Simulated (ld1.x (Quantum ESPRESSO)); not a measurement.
tellurium (Te), TM: configuration errors across variants

ld1.x (Quantum ESPRESSO) 7.5 input, shortened:

```
&input
   title='Te', zed=52., rel=2, dft='PBESOL', iswitch=3,
   config='[Kr] 4d10 5s2 5p3', rel_dist='average'
 /
 &inputp
   pseudotype=2, tm=.true., lloc=0,
   nlcc=.true., new_core_ps=.true., rcore=1.55
 /
2
5P  2  1   3.00   0.00  2.10  2.10  0.0
5S  1  0   2.00   0.00  1.50  1.50  0.0
 &test
   configts(1)='5s2 5p3'
 /
```

Open shells are filled in proportion to 2j + 1 (rel_dist='average').

All-electron excitation energies from the reference (eV): (1) 5s2 5p4 -9.774; (2) 5s2 5p2 17.993; (3) 5s2 5p1 44.979; (4) 5s1 5p4 9.836; (5) 5s0 5p6 8.919; (6) 5s2 5p4.3 -11.252; (7) 5s1 5p5 -0.524.

A true bound ghost makes a file unfit for plane-wave use even where its test errors are small: the radial tests pick states by their node count and pass the ghost by.

Errors AE − PS in meV (a dash: test not solved or not reliable):

| change | (1) | (2) | (3) | (4) | (5) | (6) | (7) | bound ghosts |
| --- | --- | --- | --- | --- | --- | --- | --- | --- |
| base | -1.5 | -5.9 | -39 | -16 | -54 | -1.9 | -12 | d |
| wave 5p (bound): rc 2.10 bohr becomes 5p (bound): rc 1.40 bohr | -5.3 | -13 | -76 | -11 | -39 | -7.3 | -12 | p3/2, p1/2, d |
| wave 5p (bound): rc 2.10 bohr becomes 5p (bound): rc 1.58 bohr | -1.9 | -7.0 | -48 | -7.5 | -18 | -2.3 | -2.9 | p3/2, p1/2, d |
| wave 5p (bound): rc 2.10 bohr becomes 5p (bound): rc 1.70 bohr | -1.5 | -6.1 | -43 | -9.9 | -29 | -1.7 | -5.4 | d |
| wave 5p (bound): rc 2.10 bohr becomes 5p (bound): rc 1.90 bohr | -1.5 | -6.0 | -40 | -14 | -49 | -1.9 | -10 | d |
| wave 5p (bound): rc 2.10 bohr becomes 5p (bound): rc 2.38 bohr | -1.6 | -6.5 | -44 | -13 | -45 | -2.0 | -9.6 | d |
| wave 5p (bound): rc 2.10 bohr becomes 5p (bound): rc 2.50 bohr | -1.7 | -7.3 | -49 | -11 | -36 | -2.1 | -7.7 | d |
| wave 5p (bound): rc 2.10 bohr becomes 5p (bound): rc 2.70 bohr | -2.1 | -9.2 | -62 | -6.6 | -21 | -2.5 | -4.6 | d |
| wave 5p (bound): rc 2.10 bohr becomes 5p (bound): rc 2.96 bohr | -2.8 | -12 | -82 | -1.3 | -5.1 | -3.4 | -1.9 | p1/2, d |
| wave 5p (bound): rc 2.10 bohr becomes 5p (bound): rc 3.16 bohr | -3.9 | -16 | -109 | +4.0 | +9.6 | -4.7 | -0.1 | p1/2, d |

(1) Give the same row for: wave 5p (bound): rc 2.10 bohr becomes 5p (bound): rc 2.20 bohr.

Results:

(1) -1.6, -6.0, -40, -15, -52, -1.9, -11; bound ghosts: d.
